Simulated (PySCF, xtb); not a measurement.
CHS, SMILES [S][CH] (connectivity only; charge and spin as stated), neutral, multiplicity 2. Atoms are numbered in the order given.

```xyz
3

C     -0.1459    -1.0413     0.0000
S      0.0189     0.5066     0.0000
H      0.5730    -1.8584     0.0000
```
Charge 0, spin multiplicity 2.

Geometry: B3LYP-D3(BJ)/def2-TZVPD.

Method: IEF-PCM-ωB97X/def2-TZVPD (PySCF 2.14.0).

The values are the electrostatic part of the solvation free energy, E(continuum) − E(gas) at the gas-phase geometry, in a cavity of scaled van der Waals radii (PySCF's table); cavitation and dispersion terms are not included. The dipole moment in vacuum is 1.06 D.

**Question.** Estimate the values in water (ε = 78.36), toluene (ε = 2.37), 2-propanol (ε = 19.26). (An estimate is asked for; the answer gives what the named calculation found.)

**Answer.** 
| solvent | ε | ΔG(elec) (kcal/mol) | dipole (D) |
|---|---|---|---|
| water | 78.36 | -1.7 | 1.42 |
| toluene | 2.37 | -0.8 | 1.21 |
| 2-propanol | 19.26 | -1.6 | 1.40 |

For comparison, GFN2-xTB/ALPB(water) (xtb, at the GFN2-xTB geometry, all terms of that model) gives 1.6 kcal/mol.
